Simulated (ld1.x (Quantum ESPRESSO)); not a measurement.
# What the settings do to the TM potential of tantalum (Ta)

Base potential:

tantalum (Ta), norm-conserving Troullier–Martins (Kleinman–Bylander form), made with ld1.x (Quantum ESPRESSO) 7.5 (PBE, scalar-relativistic). Core [Kr] 4d10 4f14, reference 5s2 5p6 5d2 6s0 6p0 (charge +3). Waves: 5s (bound): rc 1.45 bohr; 5p (bound): rc 1.65 bohr; 5d (bound): rc 1.80 bohr; 5f channel at -0.1 Ry: rc 1.75 bohr. Local part: all-electron potential smoothed inside 1.50 bohr (lloc = -2). Core correction: none.

Cutoffs, loose and tight: the cutoffs (Ry, on a coarse ladder) from which the occupation-weighted sum of valence levels, in a spherical-Bessel basis at the reference potential, stays within 10 and 1 mRy of its value at 400 Ry. They do not see the model core or the augmentation charge, which bear on the density cutoff. Test errors are all-electron minus pseudo excitation energies from the reference, over the configurations 5s2 5p6 5d3 6s2 6p0; 5s2 5p6 5d3 6s1 6p0; 5s2 5p6 5d3 6s0 6p0; 5s1 5p6 5d3 6s2 6p0; 5s2 5p6 5d3 6s1 6p1; 5s2 5p6 5d4 6s1 6p0; 5s2 5p6 5d3 6s0 6p2. A dash means not determined; rows that change the core or the reference have their own tests.

```tsv
change	outcome	cutoff, loose	cutoff, tight	bound ghosts	largest test error (meV)
base	generated	80 Ry	140 Ry	none	-1196
wave 5d (bound): rc 1.80 bohr becomes 5d (bound): rc 1.22 bohr	generated	80 Ry	140 Ry	none	-1193
wave 5d (bound): rc 1.80 bohr becomes 5d (bound): rc 1.76 bohr	generated	80 Ry	140 Ry	none	-1197
wave 5d (bound): rc 1.80 bohr becomes 5d (bound): rc 2.14 bohr	generated	80 Ry	140 Ry	none	-1195
wave 5d (bound): rc 1.80 bohr becomes 5d (bound): rc 2.28 bohr	generated	80 Ry	140 Ry	none	-1200
wave 5d (bound): rc 1.80 bohr becomes 5d (bound): rc 2.70 bohr	generated	80 Ry	140 Ry	none	-1233
```

Task: What comes out with this change to the base: wave 5d (bound): rc 1.80 bohr becomes 5d (bound): rc 1.46 bohr?

Result: outcome: generated; cutoff, loose: 80 Ry; cutoff, tight: 120 Ry; bound ghosts: none; largest test error (meV): -1198.

Reading the sweep of the d radius (base included, trends over the rows without a ghost): The loose cutoff stays near 80 Ry. The median size of the test errors (rows with all tests solved) stays near 354.3 meV.
